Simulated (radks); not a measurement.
Problem. The mean radii <r> (bohr) of the occupied orbitals of an atom or ion are listed with their occupations. Calculated with a radial shooting solver on a logarithmic mesh with Libxc functionals: Dirac Kohn-Sham, PBE, spin-unpolarised, spherical densities, finite nucleus; Fermi nuclear charge, rms radius of each element as measured or else 0.836 A^(1/3) + 0.57 fm.

orbital  occ.      <r>
1s1/2       2  0.05619
2s1/2       2   0.2553
2p1/2       2   0.2228
2p3/2       4   0.2260
3s1/2       2   0.7686
3p1/2       2   0.8008
3p3/2       4   0.8101
3d3/2     2.4   0.9713
3d5/2     3.6   0.9761
4s1/2       2    2.484

Name the element and its charge. Open shells, if any, are shared by 2j + 1.

Solution. Z = 27, cobalt, charge +1: Co+ in [Ar] 3d6 4s2. The 1s radius gives Z: for a bare nucleus <r> = (2 gamma + 1)/(2Z) with gamma = sqrt(1 - (Z/c)^2), 0.05483 bohr for Z = 27, and screening makes it slightly larger (0.05619 here). The occupations add up to 26, and the charge is Z minus that.
